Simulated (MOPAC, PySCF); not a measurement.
C$_{2}$H$_{6}$BN, SMILES `C1CNB1`, neutral singlet in the gas phase. 

Cartesian coordinates (Å):
```xyz
10

B     -0.2249     1.1644     0.1615
C      0.9766     0.1798    -0.2204
C     -0.1050    -0.9315    -0.0605
N     -1.1079     0.0895     0.2764
H     -0.4088     2.3301     0.3135
H      1.8042     0.1023     0.4854
H      1.3890     0.2600    -1.2266
H     -0.3354    -1.4850    -0.9745
H      0.0819    -1.6434     0.7476
H     -2.0778    -0.0673     0.4968
```
Charge 0, multiplicity 1.

All levels are single points at this geometry (B3LYP-D3(BJ)/def2-TZVP); Pople sets use spherical d functions. Orbital energies aren't observables, and empty levels follow the basis.

```json
[
 {"level": "B3LYP-D3(BJ)/def2-TZVP in PySCF", "HOMO (eV)": "-7.49", "LUMO (eV)": "0.30", "gap (eV)": "7.78", "dipole (D)": "1.40", "vertical IE, Delta-SCF (eV)": "10.01"},
 {"level": "PBE-D3(BJ)/def2-TZVP in PySCF", "HOMO (eV)": "-6.44", "LUMO (eV)": "-0.43", "gap (eV)": "6.00", "dipole (D)": "1.51", "vertical IE, Delta-SCF (eV)": "–"},
 {"level": "B3LYP/6-311+G** in PySCF", "HOMO (eV)": "-7.50", "LUMO (eV)": "-0.01", "gap (eV)": "7.49", "dipole (D)": "1.38", "vertical IE, Delta-SCF (eV)": "–"},
 {"level": "M06-2X/6-31G* in PySCF", "HOMO (eV)": "-8.79", "LUMO (eV)": "2.08", "gap (eV)": "10.87", "dipole (D)": "1.42", "vertical IE, Delta-SCF (eV)": "–"},
 {"level": "PBE/6-31G* in PySCF", "HOMO (eV)": "-6.10", "LUMO (eV)": "0.09", "gap (eV)": "6.19", "dipole (D)": "1.61", "vertical IE, Delta-SCF (eV)": "9.68"},
 {"level": "HF/3-21G in PySCF", "HOMO (eV)": "-10.69", "LUMO (eV)": "4.92", "gap (eV)": "15.62", "dipole (D)": "1.33", "vertical IE, Delta-SCF (eV)": "–"},
 {"level": "HF/6-31G* in PySCF", "HOMO (eV)": "-10.68", "LUMO (eV)": "4.97", "gap (eV)": "15.65", "dipole (D)": "1.19", "vertical IE, Delta-SCF (eV)": "8.51"},
 {"level": "HF/STO-3G in PySCF", "HOMO (eV)": "-9.11", "LUMO (eV)": "8.99", "gap (eV)": "18.11", "dipole (D)": "1.12", "vertical IE, Delta-SCF (eV)": "–"},
 {"level": "PM6 in MOPAC", "HOMO (eV)": "-10.01", "LUMO (eV)": "1.50", "gap (eV)": "11.50", "dipole (D)": "1.65", "vertical IE, Delta-SCF (eV)": "–"}
]
```
